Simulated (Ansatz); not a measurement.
Geometry optimisation, Ansatz 0.2.0, RKS r2SCANh/STO-3G.

Input file:

```yaml
crystal:
  periodic: [false, false, false]
  atoms:
    - { symbol: C, position_ang: [-0.9204, -0.0267, 1.4545] }
    - { symbol: C, position_ang: [0.2483, 0.057, 0.5243] }
    - { symbol: S, position_ang: [1.7573, 0.2932, 1.5036] }
    - { symbol: C, position_ang: [0.5058, -1.1176, -0.4907] }
    - { symbol: Si, position_ang: [-0.1908, 0.0451, -1.8198] }
    - { symbol: "N", position_ang: [0.1762, 1.1182, -0.5198] }
    - { symbol: H, position_ang: [-1.0399, 0.9443, 2.0291] }
    - { symbol: H, position_ang: [-1.8618, -0.0955, 0.8734] }
    - { symbol: H, position_ang: [-0.8978, -0.8022, 2.1891] }
    - { symbol: H, position_ang: [2.5435, 0.7806, 0.544] }
    - { symbol: H, position_ang: [-0.2091, -2.0014, -0.2781] }
    - { symbol: H, position_ang: [1.4748, -1.4576, -0.6616] }
    - { symbol: H, position_ang: [0.6469, 0.355, -2.9662] }
    - { symbol: H, position_ang: [-1.6839, 0.0951, -1.9792] }
    - { symbol: H, position_ang: [-0.5709, 1.7619, -0.3733] }
basis:
  gaussian: { orbitals: STO-3G }
hamiltonian:
  xc: r2scanh
relax:
  f_tol: 0.02
  max_steps: 40
scf:
  lower_state_search: "off"
output:
  orbitals: {}
```

Run as:

```bash
$ ansatz run input.yaml --threads 1 --pin off --max-ram 2048MiB --backend cpu --events-out ev --progress --plain --runs-dir out
```

**Question.** Where does it end, and by what steps?

**Answer.** It converged. Limits of this set-up: minimal basis. After 7 steps the energy has fallen by 1.054 eV; H15 moved furthest, 0.27 Å.

| step | energy less start (eV) | largest force component (eV/Å) | accepted |
| --- | --- | --- | --- |
| 0 | 0.0000 | 6.188 | yes |
| 1 | -0.9371 | 0.958 | yes |
| 2 | -1.0325 | 0.388 | yes |
| 3 | -1.0467 | 0.227 | yes |
| 4 | -1.0520 | 0.088 | yes |
| 5 | -1.0531 | 0.076 | yes |
| 6 | -1.0539 | 0.029 | yes |
| 7 | -1.0540 | 0.006 | yes |

```xyz
15
Properties=species:S:1:pos:R:3
C -0.945 -0.008 1.408
C 0.327 0.127 0.516
S 1.750 0.369 1.649
C 0.431 -1.083 -0.507
Si -0.257 0.075 -1.803
N 0.211 1.236 -0.528
H -1.104 0.910 1.988
H -1.831 -0.188 0.786
H -0.838 -0.845 2.109
H 2.628 0.570 0.636
H -0.152 -1.957 -0.201
H 1.470 -1.389 -0.671
H 0.441 0.258 -3.056
H -1.672 -0.088 -2.077
H -0.483 1.961 -0.219
```

Whether the end is a true minimum wasn't checked by a vibrational analysis.

Run time: 35 s on 1 thread of Arm Neoverse V2, with other jobs on the host, peak memory 0.15 GiB.
